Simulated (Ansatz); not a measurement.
All numbers were calculated with Ansatz.

A structure relaxed at PBE0-D4/def2-TZVP, charge 0, multiplicity 1:

```xyz
9

B    -0.767   -1.056   -0.161
C    -0.299    0.405   -0.372
B     0.975    0.668    0.486
F     0.913    1.487    1.526
H    -0.069   -1.965   -0.509
H    -1.810   -1.304    0.370
H     0.089    0.450   -1.403
H    -1.069    1.159   -0.202
H     2.036    0.156    0.264
```

(1) Give its formula and SMILES.

(2) Summarise the bond lengths by kind.

Results:

(1) CH5B2F, `BCBF`.

(2) 2 × B–C 1.549 to 1.558 Å; 3 × B–H 1.196 to 1.199 Å; 2 × C–H 1.091 to 1.102 Å; 1 × B–F 1.325 Å.
